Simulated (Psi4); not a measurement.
Here is a job for Psi4.
```
memory 2 GB

molecule {
0 2
  O    -0.84317475   -0.87603590   -0.91455838
  Si   -0.16941596   -0.08038194    0.34291190
  O    -0.28508537    1.51773913   -0.03316397
  O     1.37066024   -0.57947772    0.49097699
  H    -1.58178239   -0.47345656   -1.36288875
  H     0.23413609    2.15205276    0.45211068
  H     1.78026866   -1.05105329   -0.23602572
}

set basis aug-cc-pvdz
set reference uhf
set freeze_core true
set mp2_type conv
set scf_type pk
set puream true
set d_convergence 1e-8

energy('mp2')
print_variables()
```

**Question.** What is the computed number of basis functions (MP2/aug-cc-pVDZ run with Psi4)?

**Answer.** 123

**Question.** Give the MP2 correlation energy at the level MP2/aug-cc-pVDZ.

**Answer.** -0.6840 Eh

**Question.** Give the total energy at the level MP2/aug-cc-pVDZ.

**Answer.** -516.0877 Eh

These values belong to the state on which the SCF converged, which isn't shown to be the lowest.
